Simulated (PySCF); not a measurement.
Species: C4H3OPS.
Structure used (GFN2-xTB), in Å, numbered top down from 1:
```
atom  x, y, z in Å
O1     2.7241   -1.1987    0.7404
C2     2.1032   -0.7034   -0.1714
C3     0.7427   -0.2557   -0.0394
P4    -0.1195   -0.4075    1.4564
C5    -1.5693    0.3254    0.7732
C6    -1.5353    0.7150   -0.5257
S7    -0.0839    0.4581   -1.3886
H8     2.5508   -0.5637   -1.1739
H9    -2.4573    0.4606    1.3699
H10   -2.3464    1.1744   -1.0636
```

Definitions: NICS(0) = −σiso at the ring centroid; NICS(1) = −σiso and NICS(1)zz = −σzz at ±1 Å along the ring normal z. Level: GIAO PBE0/pcSseg-1 (PySCF, non-relativistic, gas phase) on the GFN2-xTB geometry, one conformer.

Ring bond lengths (Å), with Mayer bond orders in brackets: C3–P4 1.733 (1.35), P4–C5 1.762 (1.17), C5–C6 1.356 (1.58), C6–S7 1.708 (1.20), S7–C3 1.736 (1.10).

Give the NICS values of each ring in ppm.

```
          ring                                                     type  NICS(0)  NICS(1), two faces  NICS(1)zz, two faces  rms pucker (Å)  centre to ring atoms, mean (Å)
C3–P4–C5–C6–S7  5-membered ring with P and S; formal bonds all aromatic    -10.9       -11.6 / -11.6         -26.0 / -26.0            0.00                            1.40
```

What do they say, and how far can they be read as aromaticity?

- C3–P4–C5–C6–S7: mean NICS(1)zz -26.0 ppm, shielded.

And the bond-length index? HOMA takes Krygowski's 1993 parameters.

- C3–P4–C5–C6–S7: HOMA 0.74; the largest term is that of P4–C5, α(R − Ropt)² = 0.49.

Rough CPU time on one thread of a shared machine: about 40 s. This is the whole shielding run at PBE0/pcSseg-1, SCF included.
